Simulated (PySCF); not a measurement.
Job file and geometry (Å, from GFN2-xTB) of an NMR shielding run on SMILES C([P@@](C=C)(C)=S)SC, C$_{5}$H$_{11}$PS$_{2}$, GIAO PBE0/pcSseg-1 NMR shielding, non-relativistic, gas phase (PySCF 2.14.0, density-fitted response routines); density fitting, a coarse starting grid and PySCF grid level 2 are the driver's defaults:

```
$ OMP_NUM_THREADS=1 python probes_run.py task.json out

{"job": {"kind": "nmr", "xc": "PBE0", "basis": "pcSseg-1"}, "charge": 0, "multiplicity": 1}
C     -0.748852     2.411398     0.523110
C     -1.163118     1.227039     0.109070
P     -0.330307    -0.283650     0.676779
C     -1.688983    -1.315154     1.367313
S      1.164149    -0.035716     1.885901
C      0.053881    -1.148005    -0.923482
S      0.813457    -0.018737    -2.132434
C      2.500710     0.058967    -1.477340
H      0.083842     2.486030     1.207579
H     -1.207683     3.332907     0.204380
H     -1.983387     1.096325    -0.583901
H     -2.530026    -1.380167     0.680359
H     -2.008655    -0.862541     2.305455
H     -1.294654    -2.309769     1.575118
H     -0.867757    -1.508989    -1.381223
H      0.728310    -1.987136    -0.740795
H      2.964259    -0.920093    -1.564072
H      3.034464     0.781972    -2.084969
H      2.470547     0.384572    -0.442015
```

**Question.** Write the output of this run.

**Answer.** 
```
coarse grid: 17128 points
cycle   1  E = -1334.0473811542  dE =  8.736e-01  |g| = 4.885e-01  |ddm| = 4.073e+00
cycle   2  E = -1334.0120929332  dE =  3.529e-02  |g| = 6.137e-01  |ddm| = 1.699e+00
cycle   3  E = -1334.1091418763  dE = -9.705e-02  |g| = 1.501e-01  |ddm| = 1.182e+00
cycle   4  E = -1334.1151275018  dE = -5.986e-03  |g| = 3.982e-02  |ddm| = 2.372e-01
cycle   5  E = -1334.1154916542  dE = -3.642e-04  |g| = 1.413e-02  |ddm| = 4.553e-02
cycle   6  E = -1334.1155405947  dE = -4.894e-05  |g| = 3.569e-03  |ddm| = 1.696e-02
cycle   7  E = -1334.1155437718  dE = -3.177e-06  |g| = 1.047e-03  |ddm| = 5.097e-03
final grid: 150552 points
cycle   8  E = -1334.1690091354  dE = -3.151e-05  |g| = 1.122e-02  |ddm| = 3.650e-02
cycle   9  E = -1334.1689891951  dE =  1.994e-05  |g| = 1.413e-02  |ddm| = 2.525e-02
cycle  10  E = -1334.1690398587  dE = -5.066e-05  |g| = 1.705e-03  |ddm| = 1.694e-02
cycle  11  E = -1334.1690406946  dE = -8.359e-07  |g| = 2.558e-04  |ddm| = 2.784e-03
cycle  12  E = -1334.1690407057  dE = -1.106e-08  |g| = 1.545e-04  |ddm| = 3.581e-04
cycle  13  E = -1334.1690407116  dE = -5.913e-09  |g| = 2.564e-05  |ddm| = 1.440e-04
cycle  14  E = -1334.1690407117  dE = -1.560e-10  |g| = 9.576e-06  |ddm| = 3.700e-05
converged SCF energy = -1334.1690407117

GIAO shielding tensors (ppm)
atom      isotropic    diamagn.    paramagn.     s11        s22        s33       span
  0 C       40.919     253.641    -212.722    -86.938     31.378    178.318    265.256
  1 C       45.810     264.919    -219.110    -67.220     49.473    155.176    222.397
  2 P      295.809     965.569    -669.760    218.721    254.459    414.246    195.525
  3 C      158.961     254.868     -95.907    137.204    151.225    188.453     51.250
  4 S      755.097    1059.803    -304.705    655.418    745.235    864.639    209.221
  5 C      144.869     257.845    -112.976    131.598    144.806    158.203     26.605
  6 S      552.218    1057.475    -505.256    422.368    465.374    768.913    346.545
  7 C      165.024     251.664     -86.640    148.581    164.458    182.032     33.451
  8 H       24.638      31.579      -6.941     20.144     23.062     30.709     10.565
  9 H       24.909      28.498      -3.588     21.709     24.742     28.278      6.569
 10 H       25.337      33.128      -7.791     22.339     25.339     28.332      5.993
 11 H       30.304      31.354      -1.051     25.862     27.970     37.079     11.217
 12 H       30.231      29.478       0.753     26.391     28.048     36.254      9.862
 13 H       29.935      30.227      -0.292     26.443     27.974     35.388      8.945
 14 H       29.284      33.109      -3.825     23.569     29.216     35.066     11.498
 15 H       29.073      32.884      -3.811     24.718     28.940     33.561      8.843
 16 H       29.573      29.782      -0.209     25.087     26.843     36.788     11.701
 17 H       30.232      29.316       0.916     25.393     26.558     38.744     13.351
 18 H       27.511      31.049      -3.538     17.904     29.417     35.213     17.309
```

**Question.** Turn these shieldings into chemical shifts. δ = σ(ref) − σ, references computed at the same level: ¹³C (186.93 ppm) and ¹H (31.72 ppm) against TMS; ³¹P (318.38 ppm) vs H3PO4; ³³S (503.73 ppm) vs CS2.

**Answer.** Averaging equivalent atoms: C 0: 146.0; C 1: 141.1; C 5: 42.1; C 3: 28.0; C 7: 21.9; P 2: 22.6; S 6: -48; S 4: -251; H 8: 7.08; H 9: 6.81; H 10: 6.38; H 15: 2.64; H 16/17/18: 2.61; H 14: 2.43; H 11/12/13: 1.56 ppm. Experimental scales use liquid or dissolved standards, which lie at an offset from isolated H3PO4.

Size and cost of the density-fitted run: 212 basis functions, 43 s wall time on 1 thread of an Arm Neoverse V1, shared host; peak memory 0.96 GiB.
